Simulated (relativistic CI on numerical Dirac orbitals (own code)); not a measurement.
## Mn²⁺ in a cubic cluster: 2p photoemission with charge transfer

Computed with a charge-transfer multiplet model of a cubic metal-ligand cluster with up to one ligand hole, Slater and spin-orbit integrals from Dirac-Coulomb-Breit ions, Slater integrals scaled by 0.9. The ground state mixes d5 with configurations of k ligand holes L, whose averages lie at kΔ + k(k − 1)U_dd/2; a core hole lowers each added d electron by U_cd. 300 K, Lorentzian 0.6 eV and Gaussian 0.8 eV FWHM.

Atomic integrals in eV (Slater integrals scaled, ζ unscaled), ground: F2dd 9.229, F4dd 5.732, zeta_d 0.037; with the core hole: F2dd 10.932, F4dd 6.843, zeta_d 0.060, zeta_core 6.788, F2cd 6.321, G1cd 4.735, G3cd 2.690.

Cluster parameters (eV): Δ = 6.1, U_dd = 7, 10Dq = 1.55, 10Dq(ligand) = 1.6, V(eg) = 2.75, V(t2g) = -1.21, final-state hopping factor = 1.

```csv
Case,n_d,d5,d6L,S
U_cd = 7.8 eV,5.15,0.85,0.15,2.50
U_cd = 8.4 eV,5.15,0.85,0.15,2.50
U_cd = 9.6 eV,5.15,0.85,0.15,2.50
```

Weights, n_d and S are thermal averages at 300 K. Binding energies count from the first peak over 30 % of the highest in each spectrum, which can be another peak from case to case. The parameters are a model scan and need not match a compound or its usual spin state. Peaks in eV (height, largest 100):
- U_cd = 7.8 eV: 0.0 (100), 4.5 (16), 6.4 (13), 9.0 (17), 12.2 (44), 13.2 (41), 21.2 (5), 22.3 (6)
- U_cd = 8.4 eV: 0.0 (100), 6.2 (13), 8.9 (19), 12.2 (45), 13.2 (42), 21.2 (7), 22.2 (7)
- U_cd = 9.6 eV: 0.0 (100), 5.7 (14), 9.0 (24), 12.1 (47), 13.1 (42), 21.2 (9), 22.3 (11)

For the case U_cd = 8.4 eV, Δ = 6.1 eV is smaller than U_dd = 7 eV, the charge-transfer side of the Zaanen-Sawatzky-Allen scheme. With the core hole the configuration with one ligand hole lies at Δ − U_cd = -1.7, -2.3, -3.5 eV from the one without, in the order of the table; where this is negative the screened configuration lies lower, though the effective hopping of about 4.3 eV (from the holes of the mixed ground state) mixes the two strongly wherever it is as large as the gap.

With at most 1 ligand hole the space is cut while the next configuration still counts, so covalency is underestimated, and a final configuration with one more ligand hole, which can lie low, is missing from the spectra.
